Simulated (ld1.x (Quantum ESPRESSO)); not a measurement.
## Logarithmic derivatives: F, PAW

fluorine, PAW, made with ld1.x (Quantum ESPRESSO) 7.5 (PBE, scalar-relativistic). Core [He], reference 2s2 2p5. Waves: 2s (bound): rcut 0.60, rcutus 0.70 bohr; 2s channel at -1.85 Ry: rcut 0.60, rcutus 0.70 bohr; 2p (bound): rcut 1.05, rcutus 1.40 bohr; 2p channel at -0.15 Ry: rcut 1.05, rcutus 1.40 bohr. Local part: all-electron potential smoothed inside 0.85 bohr (lloc = -1). Core correction: a·sin(br)/r model core inside 0.65 bohr. Augmentation charge: PSQ, inside the norm-conserving radii.

The phase is arctan(r·u′/u) with u = r·R(r), unwrapped; energies in Ry, scanned from -4 to 5 Ry. A pole is an energy at which the radial function vanishes at the test radius. The pseudo phase is shifted by a multiple of π to meet the all-electron one at the reference energy, and phase errors are pseudo minus all-electron; the curves can meet again beyond the range given. Levels narrower than the energy grid can be missing from the lists of poles.

Question: For each channel, where are the poles, and over which energies does the pseudopotential scatter like the atom?

Answer:

```
channel  radius (bohr)  reference energy (Ry)  poles, all-electron  poles, pseudo  unbroken range about the reference energy with phases within 0.05 rad  phase error 1 Ry above the reference energy (rad)
      s           1.54                  -2.20                -1.01          -1.01                                                        the whole range                                             -0.000
      p           1.54                  -0.82                 0.35           0.35                                                        the whole range                                             -0.000
```

Phases in the p channel:

| E (Ry) | all-electron | pseudo |
| --- | --- | --- |
| -4.00 | 1.205 | 1.205 |
| -3.52 | 1.168 | 1.168 |
| -3.04 | 1.115 | 1.115 |
| -2.56 | 1.033 | 1.032 |
| -2.08 | 0.884 | 0.884 |
| -1.60 | 0.548 | 0.548 |
| -1.12 | -0.291 | -0.291 |
| -0.64 | -1.095 | -1.095 |
| -0.16 | -1.415 | -1.415 |
| 0.32 | -1.565 | -1.565 |
| 0.80 | -1.655 | -1.655 |
| 1.28 | -1.722 | -1.722 |
| 1.76 | -1.778 | -1.778 |
| 2.24 | -1.832 | -1.832 |
| 2.72 | -1.889 | -1.889 |
| 3.20 | -1.954 | -1.954 |
| 3.68 | -2.035 | -2.035 |
| 4.16 | -2.143 | -2.143 |
| 4.64 | -2.296 | -2.296 |
